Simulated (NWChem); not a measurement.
# Correlation energy of ClLi

```xyz
2

Li     0.0000     0.0000    -1.7006
Cl     0.0000     0.0000     0.3001
```
Charge 0, spin multiplicity 1.

Everything below was run with NWChem. Structure: optimised with B3LYP/def2-SVP, a minimum by its harmonic frequencies.

Basis set: cc-pVDZ. Each correlation energy counts from its own Hartree-Fock reference.

The correlated methods keep 5 core orbitals frozen. The structure started from a generated list of species. No row is a measurement; the coupled-cluster row has its own basis-set and correlation limits.

Question: One of these methods gave a correlation energy of -157.9 mHa. Which?
A) CCSD(T)
B) CCSD
C) MP2
D) SCS-MP2

Answer: A, CCSD(T). The others give -155.5 (CCSD), -143.5 (MP2), -138.5 (SCS-MP2).
